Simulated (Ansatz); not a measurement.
Input (CCSDT(Q)/cc-pVTZ; Ansatz, a quantum-chemistry and plane-wave program):

Ansatz 0.2 input:
```yaml
crystal:
  periodic: [false, false, false]
  atoms:
    - {symbol: Ge, position_ang: [-0.00000000, -0.00000000, -0.37348732]}
    - {symbol: O, position_ang: [0.00000000, 0.00000000, 1.49394926]}
basis:
  gaussian:
    orbitals: cc-pVTZ
magnetization: {spin_polarized: true, initial_magnetization: 2}
correlation: {method: ccsdt_q, electrons: outside_noble_gas}
```

Output:

```
mean field evaluation 928: about -58507.1293 eV, gradient 2.1e-1 eV
mean field evaluation 960: about -58508.7270 eV, gradient 2.9e0 eV
mean field -58510.76669161 eV, -2150.2310158944 hartree, gradient 2.5e-6 eV, S^2 2.033387; 17 other end points of the search recorded, 0 dependent functions left out
determinant -58510.76669161 eV, -2150.2310158944 hartree, with singles and doubles -58518.33529772 eV, -2150.5091570388 hartree
determinant -58510.50458527 eV, -2150.2213836644 hartree, with singles and doubles -58518.06729051 eV, -2150.4993079556 hartree
determinant -58509.59707097 eV, -2150.1880331287 hartree, with singles and doubles -58517.58643236 eV, -2150.4816367446 hartree
determinant -58508.54585352 eV, -2150.1494016001 hartree, with singles and doubles -58516.79153025 eV, -2150.4524246307 hartree
determinant -58510.76669161 eV, -2150.2310158944 hartree, with singles and doubles -58518.30599557 eV, -2150.5080802046 hartree
determinant -58510.50458527 eV, -2150.2213836644 hartree, with singles and doubles -58518.03472974 eV, -2150.4981113694 hartree
15 core orbitals not correlated
reference -58510.76669161 eV, -2150.2310158944 hartree; 6, 4 occupied and 52, 54 virtual orbitals, 818 factors
second order -6.91380163 eV of doubles, -0.00000000 eV of singles
coupled cluster: 0.92 GiB planned
cycle   1  -7.21825428 eV  change   -3.0e-1 eV  update   9.4e-2
cycle   2  -7.55329677 eV  change   -3.4e-1 eV  update   5.4e-2
cycle   3  -7.86800053 eV  change   -3.1e-1 eV  update   3.1e-2
cycle   4  -7.85101095 eV  change    1.7e-2 eV  update   1.4e-2
cycle   5  -7.82798217 eV  change    2.3e-2 eV  update   1.0e-2
cycle   6  -7.83988166 eV  change   -1.2e-2 eV  update   7.7e-3
cycle   7  -7.85658598 eV  change   -1.7e-2 eV  update   6.6e-3
cycle   8  -7.85748844 eV  change   -9.0e-4 eV  update   6.0e-3
cycle   9  -7.86099992 eV  change   -3.5e-3 eV  update   5.7e-3
cycle  10  -7.86939499 eV  change   -8.4e-3 eV  update   5.3e-3
cycle  11  -7.87467374 eV  change   -5.3e-3 eV  update   5.0e-3
cycle  12  -7.89248268 eV  change   -1.8e-2 eV  update   4.6e-3
cycle  13  -7.90553012 eV  change   -1.3e-2 eV  update   3.7e-3
cycle  14  -7.91738473 eV  change   -1.2e-2 eV  update   2.6e-3
cycle  15  -7.92203174 eV  change   -4.6e-3 eV  update   1.5e-3
cycle  16  -7.92305458 eV  change   -1.0e-3 eV  update   1.1e-3
cycle  17  -7.92412484 eV  change   -1.1e-3 eV  update   7.0e-4
cycle  18  -7.92412891 eV  change   -4.1e-6 eV  update   4.5e-4
cycle  19  -7.92402374 eV  change    1.1e-4 eV  update   3.0e-4
cycle  20  -7.92411112 eV  change   -8.7e-5 eV  update   1.9e-4
cycle  21  -7.92416907 eV  change   -5.8e-5 eV  update   1.4e-4
cycle  22  -7.92424981 eV  change   -8.1e-5 eV  update   1.1e-4
cycle  23  -7.92425831 eV  change   -8.5e-6 eV  update   8.2e-5
cycle  24  -7.92425896 eV  change   -6.5e-7 eV  update   7.1e-5
cycle  25  -7.92428214 eV  change   -2.3e-5 eV  update   6.3e-5
cycle  26  -7.92433151 eV  change   -4.9e-5 eV  update   6.0e-5
cycle  27  -7.92439607 eV  change   -6.5e-5 eV  update   5.5e-5
cycle  28  -7.92450727 eV  change   -1.1e-4 eV  update   5.0e-5
cycle  29  -7.92462024 eV  change   -1.1e-4 eV  update   4.3e-5
cycle  30  -7.92470350 eV  change   -8.3e-5 eV  update   3.7e-5
cycle  31  -7.92478348 eV  change   -8.0e-5 eV  update   2.9e-5
cycle  32  -7.92483782 eV  change   -5.4e-5 eV  update   2.2e-5
cycle  33  -7.92487586 eV  change   -3.8e-5 eV  update   1.7e-5
cycle  34  -7.92488877 eV  change   -1.3e-5 eV  update   1.2e-5
cycle  35  -7.92489570 eV  change   -6.9e-6 eV  update   8.7e-6
cycle  36  -7.92489551 eV  change    1.9e-7 eV  update   6.6e-6
cycle  37  -7.92489756 eV  change   -2.0e-6 eV  update   4.3e-6
cycle  38  -7.92489755 eV  change   9.6e-10 eV  update   2.9e-6
cycle  39  -7.92489907 eV  change   -1.5e-6 eV  update   2.2e-6
cycle  40  -7.92489936 eV  change   -2.9e-7 eV  update   1.7e-6
cycle  41  -7.92490010 eV  change   -7.5e-7 eV  update   1.5e-6
cycle  42  -7.92490066 eV  change   -5.6e-7 eV  update   1.3e-6
cycle  43  -7.92490105 eV  change   -3.9e-7 eV  update   1.2e-6
cycle  44  -7.92490178 eV  change   -7.3e-7 eV  update   1.1e-6
coupled cluster: 1.12 GiB planned
cycle   1  -7.92490311 eV  update   1.0e-6
cycle   2  -7.92490309 eV  change    1.5e-8 eV  update   9.6e-7
cycle   3  -7.92490413 eV  change   -1.0e-6 eV  update   9.4e-7
cycle   4  -7.92490536 eV  change   -1.2e-6 eV  update   8.3e-7
cycle   5  -7.92490724 eV  change   -1.9e-6 eV  update   7.6e-7
cycle   6  -7.92490848 eV  change   -1.2e-6 eV  update   6.4e-7
cycle   7  -7.92491031 eV  change   -1.8e-6 eV  update   5.4e-7
cycle   8  -7.92491183 eV  change   -1.5e-6 eV  update   3.8e-7
cycle   9  -7.92491244 eV  change   -6.1e-7 eV  update   1.7e-7
coupled cluster: 1.09 GiB planned
perturbative correction -0.06788651 eV, -0.0024947831 hartree
Total energy: -58518.75949055 eV, -2150.5247458380 hartree
```

The determinant is spin-contaminated: <S^2> is 2.03, 0.03 over the pure value.

This triplet is an excited state, 3.5 eV above the singlet at CCSD(T)/cc-pV5Z (Ansatz).
